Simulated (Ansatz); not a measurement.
Start from `CS[Si](F)(Cl)Cl` and change one atom or group to get `O[SiH2]O[Si](F)(Cl)Cl`.

Ansatz, PBE0-D4/def2-TZVP geometries, multiplicity 1. Each molecule was computed in one conformer, which needn't be the lowest.

```
                                        property  `CS[Si](F)(Cl)Cl`
             LUMO energy (B3LYP/def2-TZVPP) / eV              -0.51
size of the dipole moment (B3LYP/def2-TZVPP) / D               2.06
           LUMO energy (ωB97M-V/def2-TZVPP) / eV               1.66
             HOMO–LUMO gap (PBE/def2-TZVPP) / eV               5.21
              HOMO energy (PBE0/def2-TZVPP) / eV              -7.70
               HOMO energy (PBE/def2-TZVPP) / eV              -6.44
```

Give the same properties after the change, and the shifts. (Estimate.)

The calculation gave: 
| property | `O[SiH2]O[Si](F)(Cl)Cl` | shift |
| --- | --- | --- |
| LUMO energy (B3LYP/def2-TZVPP) / eV | -0.11 | 0.40 |
| size of the dipole moment (B3LYP/def2-TZVPP) / D | 1.80 | -0.26 |
| LUMO energy (ωB97M-V/def2-TZVPP) / eV | 1.77 | 0.11 |
| HOMO–LUMO gap (PBE/def2-TZVPP) / eV | 7.06 | 1.85 |
| HOMO energy (PBE0/def2-TZVPP) / eV | -9.27 | -1.57 |
| HOMO energy (PBE/def2-TZVPP) / eV | -7.80 | -1.36 |

With PBE0 the HOMO falls by 1.57 eV and the LUMO rises by 0.48 eV, so the gap widens by about 2.05 eV. PBE moves the HOMO by -1.36 eV and ωB97M-V by -1.66 eV. Dipoles are sizes alone; their direction can turn.

B3LYP here is the variant with VWN-RPA as its local correlation; programs differ in this.
